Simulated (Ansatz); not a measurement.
A run for Ansatz (a quantum-chemistry and plane-wave program): SC-NEVPT2 on CASSCF(6,4)/def2-SVP on BH2I (SMILES BI), a point of a bond scan (R = 5.707 Å). Elements past Kr take the def2 small-core potentials; no spin–orbit coupling.

Ansatz 0.2 input:
```yaml
crystal:
  periodic: [false, false, false]
  atoms:
    - {symbol: B, position_ang: [-1.00687273, -1.52824232, 0.26334221]}
    - {symbol: H, position_ang: [-0.62513249, -2.30507998, 1.06916428]}
    - {symbol: H, position_ang: [-1.98651595, -1.65890826, -0.38610151]}
    - {symbol: I, position_ang: [2.10119747, 3.18922023, -0.54955702]}
basis:
  gaussian:
    orbitals: def2-SVP
    pivot_positions_ang: [[-1.00687273, -1.52824232, 0.26334221], [-0.62513249, -2.30507998, 1.06916428], [-1.98651595, -1.65890826, -0.38610151], [2.10119747, 3.18922023, -0.54955702]]
magnetization: {spin_polarized: false}
correlation: {method: sc_nevpt2, electrons: outside_noble_gas, active_space: {window: {electrons: 6, orbitals: 4}}}
output: {orbitals: {seedname: ./end}}
```

Program output:

```
WARN ansatz: RAYON_NUM_THREADS=2 ignored (pool sized by the plan → 2); use --threads N
Functional definition: HF
integrals: 0.01 GiB planned
644 factors; integrals over basis functions are off by at most 4.0e-4 eV
mean field: 0.09 GiB planned
mean field evaluation 1: about -8766.4355 eV, gradient 2.0e1 eV
mean field evaluation 2: about -8766.4352 eV, gradient 2.0e1 eV
mean field evaluation 4: about -8767.7649 eV, gradient 1.1e1 eV
mean field evaluation 8: about -8769.0275 eV, gradient 8.8e-1 eV
mean field evaluation 16: about -8766.3658 eV, gradient 1.8e1 eV
mean field -8769.03306185 eV, -322.2560211588 hartree, gradient 3.9e-6 eV, S^2 0.000000; 2 other end points of the search recorded, 0 dependent functions left out; unrestricted orbitals would lower it
reference -8769.03306185 eV, -322.2560211588 hartree; 16, 16 occupied and 34, 34 virtual orbitals, 644 factors
configuration interaction: 0.14 GiB planned
configuration interaction: 0.00 GiB planned
state -8772.31350884 eV, -322.3765753624 hartree
state -8772.31350884 eV, -322.3765753624 hartree; corrected -8776.29420577 eV, -322.5228632762 hartree
WARN: 2 active orbitals are nearly empty or full. The corrections depend on them more than the energy does, and are more stable in an active space without them
Total energy: -8776.29420577 eV, -322.5228632762 hartree
```

The calculation finished and met its thresholds.

Warnings raised: idle orbitals.

Cost: about 2.5 core-seconds (a rough figure).
